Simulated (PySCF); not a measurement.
Isomers of C2H10OSi2. Computed with PBE0-D3(BJ)/def2-SVP geometry optimisation, gas phase in PySCF 2.14.0. Energies are electronic, without zero-point or thermal terms, for one conformer each. No frequencies were run at this level. Point groups hold within 0.08 Å.

**Question.** Rank from lowest to highest electronic energy at this level (kJ/mol).
A. `[CH3:1][C@H:2]([SiH3:3])[O:4][SiH3:5]` with C1–C2–O4–Si5 -75°
B. `[CH3:1][SiH2:2][O:3][CH2:4][SiH3:5]` with C1–Si2–O3–C4 -178°, Si2–O3–C4–Si5 179°
C. `[CH3:1][CH2:2][SiH2:3][O:4][SiH3:5]` with C1–C2–Si3–O4 59°, C2–Si3–O4–Si5 48°
D. `[CH3:1][SiH:2]([CH3:3])[SiH2:4][OH:5]` with C1–Si2–Si4–O5 60°, Si2–Si4–O5–H 180°
E. `[CH3:1][O:2][CH:3]([SiH3:4])[SiH3:5]` with C1–O2–C3–Si4 147°

**Answer.** C (0.0), D (51.0), B (142.4), A (177.9), E (302.4).

As drawn, the lowest has an Si–O bond, which the highest lacks.

| SMILES | E (Eh) | E rel (kJ/mol) | dipole (D) | point group | A, B, C (MHz) |
| --- | --- | --- | --- | --- | --- |
| CC[SiH2]O[SiH3] | -735.79455 | 0.0 | 1.14 | C1 | 4628, 1687, 1368 |
| C[SiH](C)[SiH2]O | -735.77511 | 51.0 | 0.69 | Cs | 3789, 1825, 1632 |
| C[SiH2]OC[SiH3] | -735.74030 | 142.4 | 0.88 | – | 9308, 1129, 1045 |
| C[C@H]([SiH3])O[SiH3] | -735.72679 | 177.9 | 1.28 | C1 | 5638, 1570, 1309 |
| COC([SiH3])[SiH3] | -735.67937 | 302.4 | 1.55 | C1 | 2980, 2451, 1457 |

**Question.** How do the relative energies change in single points at PBE0/pcSseg-1 (no added dispersion term) on the same geometries?

**Answer.** 
| SMILES | PBE0-D3(BJ)/def2-SVP (kJ/mol) | PBE0/pcSseg-1 (kJ/mol) | shift |
| --- | --- | --- | --- |
| CC[SiH2]O[SiH3] | 0.0 | 0.0 | 0.0 |
| C[SiH](C)[SiH2]O | 51.0 | 48.0 | -3.0 |
| C[SiH2]OC[SiH3] | 142.4 | 140.8 | -1.6 |
| C[C@H]([SiH3])O[SiH3] | 177.9 | 182.0 | +4.1 |
| COC([SiH3])[SiH3] | 302.4 | 307.2 | +4.8 |

Each column counts from its own lowest isomer. The order is unchanged; the largest shift is 4.8 kJ/mol.
